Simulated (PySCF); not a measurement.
r2SCAN on Rh⁻ (rhodium, charge -1), [Kr] 4d8 5s2, high-spin 3F determinant. All numbers are calculated (PySCF 2.14, scalar relativity by spin-free X2C-1e, in aug-cc-pwCVTZ-DK).

```
cycle= 1 E= -4783.5201294379  delta_E= -0.0271  |g|= 0.0615  |ddm|= 0.945
cycle= 2 E= -4783.52018655011  delta_E= -5.71e-05  |g|= 0.0628  |ddm|= 0.0853
cycle= 3 E= -4783.52057133996  delta_E= -0.000385  |g|= 0.0197  |ddm|= 0.0391
cycle= 4 E= -4783.52071773527  delta_E= -0.000146  |g|= 0.00555  |ddm|= 0.0258
cycle= 5 E= -4783.52073722501  delta_E= -1.95e-05  |g|= 0.000788  |ddm|= 0.0139
cycle= 6 E= -4783.52074048043  delta_E= -3.26e-06  |g|= 0.00042  |ddm|= 0.00958
cycle= 7 E= -4783.52074127174  delta_E= -7.91e-07  |g|= 3.13e-05  |ddm|= 0.00689
cycle= 8 E= -4783.52074128637  delta_E= -1.46e-08  |g|= 7.61e-06  |ddm|= 0.00129
cycle= 9 E= -4783.52074128697  delta_E= -5.97e-10  |g|= 1.31e-06  |ddm|= 0.000396
converged SCF energy = -4783.52074128697  <S^2> = 2.0255048  2S+1 = 3.0169553
```

Highest occupied orbital energy: 0.895 eV; ⟨L²⟩ = 12.04; populations by l: s 10.00, p 18.00, d 18.00, f 0.00.

(1) Can this result be used?

Answers

(1) With care. The run converged. At r2SCAN the highest occupied level has a positive energy, so only the finite basis holds that electron; in a semilocal or global hybrid functional this comes from self-interaction and does not mean that the real anion is unbound.
